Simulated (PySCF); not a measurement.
## Computed properties of Se(Me)(SMe) (C₂H₆SSe), SMILES [Se](SC)C

Se(Me)(SMe) (C2H6SSe), SMILES CS[Se]C. Geometry optimised at ωB97X-D3(BJ)/def2-SVP. One conformer was computed; it need not be the lowest. All values are computed for the isolated molecule unless a solvent is named; none is compared with measurement here.

**Structure.** All 24 harmonic modes at ωB97X-D3(BJ)/def2-SVP (PySCF) are real, so it is a minimum. With heavy atoms numbered as in [Se:1]([CH3:2])[S:6][CH3:7], the shortest bond between them is S6–C7 at 1.813 Å and the longest Se1–S6 at 2.185 Å.

**Vibrations.** The strongest infrared lines (harmonic, unscaled, degenerate partners summed) lie at 3074 cm⁻¹ (17 km/mol, H 98 %), 1465 cm⁻¹ (15 km/mol, H 96 %), 3082 cm⁻¹ (13 km/mol, H 98 %). The softest mode is at 89 cm⁻¹ and the zero-point energy is 48.4 kcal/mol.

**Electronic structure.** M06-2X/def2-TZVP (PySCF) places the frontier levels at -7.63 and 0.17 eV, a gap of 7.80 eV, and gives a dipole moment of 1.98 D and a mean polarisability of 71.2 bohr³. PBE/def2-TZVP (PySCF) at the same geometry gives -5.37 and -1.62 eV, so its gap is 4.05 eV narrower. An orbital gap is neither the optical nor the fundamental gap.

**Excitations.** TDA-CAM-B3LYP/def2-SVPD (PySCF) has S1 at 4.26 eV (291 nm, f = 0.005, weak); the most intense of the 10 singlets computed lies at 7.10 eV (f = 0.07). T1 (TDA) is at 3.58 eV, 0.68 eV under S1. TDA-PBE/def2-SVPD (PySCF) puts S1 at 3.96 eV. No vertical singlet excitation falls in the visible range (under 3.1 eV).

**NMR.** GIAO shifts at KT2/pcSseg-1 (PySCF) (non-relativistic, atoms alike by connectivity averaged): ¹³C from 22.3 to 28.0 ppm against TMS; ¹H at 2.4 ppm against TMS.
